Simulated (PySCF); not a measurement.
Input for PySCF: R-HF/3-21G on CH6GeO2 (SMILES C[O][GeH2][OH]), a point of a torsion scan.

```python
from pyscf import gto, scf, dft, mp
from pyscf.data.elements import chemcore

mol = gto.M(
    atom='''
    C     1.47186562   -0.24092747    0.03402035
    O     0.48440864    0.73883951    0.27186431
    Ge   -1.25833050    0.64911127    0.05224045
    O    -1.93343308    0.93882390    1.61769144
    H     1.89342974   -0.11615296   -0.96645780
    H     2.26280520   -0.09973763    0.77277147
    H     1.07917669   -1.25540717    0.12603155
    H    -1.61941109    1.76760237   -0.88022520
    H    -1.72013655   -0.72089415   -0.35635128
    H    -1.37228179    1.41578016    2.22717980
    ''',
    basis='3-21g',
    charge=0, spin=0, verbose=3, max_memory=1800)
mf = scf.RHF(mol)
mf.conv_tol = 1e-8
mf.max_cycle = 100
mf.kernel()
if not mf.converged:
    mf = mf.newton().run(mf.mo_coeff, mf.mo_occ)
```

The log:

```
converged SCF energy = -2255.42171809339
```

The calculation finished and met its thresholds.

Cost: very roughly 0.4 core-seconds.
